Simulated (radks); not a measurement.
Species: Rb32+. Configuration: [He] 2s2 2p1.

Calculated with a radial shooting solver on a logarithmic mesh with Libxc functionals: scalar-relativistic Kohn-Sham, PBEsol, spin-polarised, spherical densities, finite nucleus; open shells are filled with parallel spins first (spin-orbit coupling, left out, can overturn this in heavy ions); Fermi nuclear charge, rms radius 4.2036 fm.

Energy parts (eV):
total: -49789.756
kinetic: 51489.854
electron-nucleus: -103630.293
Hartree: 3269.190
exchange-correlation: -918.508

Orbitals (lengths in bohr, moments of r in powers of bohr):
[
 {"orbital": "1s up", "occ.": "1", "eigenvalue (eV)": "-17458.94", "<1/r>": "37.97", "<r^4>": "0.00001205", "<r>": "0.04014", "<r^2>": "0.002167"},
 {"orbital": "1s down", "occ.": "1", "eigenvalue (eV)": "-17448.66", "<1/r>": "37.99", "<r^4>": "0.00001201", "<r>": "0.04011", "<r^2>": "0.002164"},
 {"orbital": "2s up", "occ.": "1", "eigenvalue (eV)": "-4016.775", "<1/r>": "9.078", "<r^4>": "0.001741", "<r>": "0.1663", "<r^2>": "0.03238"},
 {"orbital": "2s down", "occ.": "1", "eigenvalue (eV)": "-3998.371", "<1/r>": "9.050", "<r^4>": "0.001757", "<r>": "0.1667", "<r^2>": "0.03252"},
 {"orbital": "2p up", "occ.": "1", "eigenvalue (eV)": "-3868.748", "<1/r>": "8.843", "<r^4>": "0.001140", "<r>": "0.1425", "<r^2>": "0.02450"},
 {"orbital": "2p down", "occ.": "0", "eigenvalue (eV)": "-3846.094", "<1/r>": "8.824", "<r^4>": "0.001155", "<r>": "0.1429", "<r^2>": "0.02464"}
]

The highest occupied level is 2p up at -3868.7 eV. The electron density at the nucleus is 5.584e+04 e/bohr^3 (large components only).
